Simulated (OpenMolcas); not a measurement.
An atom or ion with 21 electrons was computed by MS-CASPT2, IPEA 0.25 Eh, imaginary shift 0.1 Eh with spin-orbit coupling (OpenMolcas, ANO-RCC-VTZP, DKH2). The lowest levels that the run gave, each within 12 % of the measured value where one is at hand:

```tsv
J	Parity	E (cm⁻¹)	g
3/2	even	0.0	0.399
5/2	even	247	1.029
7/2	even	583	1.239
9/2	even	1001	1.334
1/2	even	14610	2.662
3/2	even	14710	1.730
5/2	even	15000	1.601
7/2	even	15350	0.889
9/2	even	15720	1.110
3/2	even	19960	1.198
1/2	even	19990	0.675
3/2	even	21270	0.940
```

Task: Which ion is it, and what are the configurations and terms?

Result: Cr3+ (Z = 24, charge +3; active space 3 electrons in 5 orbitals (3d)). J, parity and g give the terms where levels are pure, and mixed ones are named by the computed weights; the size of the splittings, set against known spectra of the 21-electron sequence, gives the charge. In order, with the measured energies in cm⁻¹ (Sugar and Corliss, J. Phys. Chem. Ref. Data 6, 317 (1977)): 3d³ ⁴F_3/2, 3d³ ⁴F_5/2 (236), 3d³ ⁴F_7/2 (556), 3d³ ⁴F_9/2 (946), 3d³ ⁴P_1/2 (14059), 3d³ ⁴P_3/2 (14177), 3d³ ⁴P_5/2 (14471), 3d³ ²G_7/2 (15052), 3d³ ²G_9/2 (15402), 3d³ ²P_3/2 [73 %], 3d³ ²P_1/2 (19519), 3d³ ²D_3/2(1) [74 %] (20650).

Term energies are means over components that CASPT2 splits; among the terms shown or strongly mixed into the levels shown the widest spread is 1000 cm-1 (3d³ ⁴F). Terms from blocks run as CI alone lack orbitals of their own. Computed and measured levels are paired by configuration, term and J; levels that our copy of the source lacks, or whose pairing is in doubt (as where it misses far off the trend of its configuration), stay unpaired and out of the deviations. Only configurations of the active space appear.

A share in square brackets marks a mixed level and gives the weight of the term that names it. A number in round brackets counts repeated terms of one configuration in the order of the reference energies.
